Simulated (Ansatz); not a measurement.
A run for Ansatz (a first-principles code): U-r2SCAN/cc-pVTZ on BO, 2S+1 = 2, a point of a bond scan (R = 2.104 Å).

Ansatz 0.2 input:
```yaml
crystal:
  periodic: [false, false, false]
  atoms:
    - {symbol: B, position_ang: [-0.00000000, -0.00000000, -0.73974202]}
    - {symbol: O, position_ang: [0.00000000, 0.00000000, 1.36389934]}
basis:
  gaussian:
    orbitals: cc-pVTZ
hamiltonian:
  xc: {name: r2SCAN}
magnetization: {spin_polarized: true, initial_magnetization: 1}
```

Output:

```
WARN ansatz: RAYON_NUM_THREADS=1 ignored (pool sized by the plan → 1); use --threads N
Functional definition: r2SCAN
integrals: 0.01 GiB planned
379 factors; their error is unknown
mean field: 0.13 GiB planned
mean field evaluation 1: about -2700.3533 eV, gradient 5.2e1 eV
mean field evaluation 2: about -2444.3871 eV, gradient 1.6e2 eV
mean field evaluation 4: about -2714.0450 eV, gradient 7.1e0 eV
mean field evaluation 8: about -2714.6264 eV, gradient 6.1e-1 eV
mean field evaluation 16: about -2714.8178 eV, gradient 2.3e0 eV
mean field evaluation 32: about -2715.4033 eV, gradient 6.0e-4 eV
mean field evaluation 64: about -2715.3722 eV, gradient 1.2e0 eV
mean field evaluation 96: about -2715.3240 eV, gradient 4.2e0 eV
mean field -2715.40327422 eV, -99.7892297611 hartree, gradient 3.2e-6 eV, S^2 0.788976; 8 other end points of the search recorded, 0 dependent functions left out
reference -2715.40328256 eV, -99.7892300676 hartree; 7, 6 occupied and 53, 54 virtual orbitals, 379 factors
Total energy: -2715.40328256 eV, -99.7892300676 hartree
```

The run converged.

Cost: about 9 core-seconds (a rough figure).
